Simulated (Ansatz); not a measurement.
AlCl₂HS, SMILES `[SH][Al]([Cl])[Cl]`, relaxed with RKS PBE0-D4/def2-TZVP in Ansatz from a PBE-D4/def2-SVP geometry. The force threshold is 0.005 eV/Å; the program also tests the step.

Total charge 0; spin multiplicity 1.

Start:

```xyz
5

S    -0.978   -1.117   -0.901
Al    0.013    0.263    0.461
Cl   -0.917    0.710    2.289
Cl    1.858    1.148   -0.028
H     0.024   -1.003   -1.821
```

```tsv
step	energy (eV)	largest force (eV/Å)	largest move (Å)
1	-42485.5155	0.363	0.000
2	-42485.5326	0.138	0.025
3	-42485.5334	0.014	0.006
4	-42485.5334	0.007	0.003
5	-42485.5334	0.001	0.000
```

End:

```xyz
5

S    -0.965   -1.107   -0.897
Al    0.009    0.262    0.457
Cl   -0.903    0.705    2.268
Cl    1.835    1.133   -0.027
H     0.024   -0.994   -1.801
```

It took 8.5 s on 4 threads of an Arm Neoverse V2 on a shared host, with 0.39 GiB of host memory at the peak.
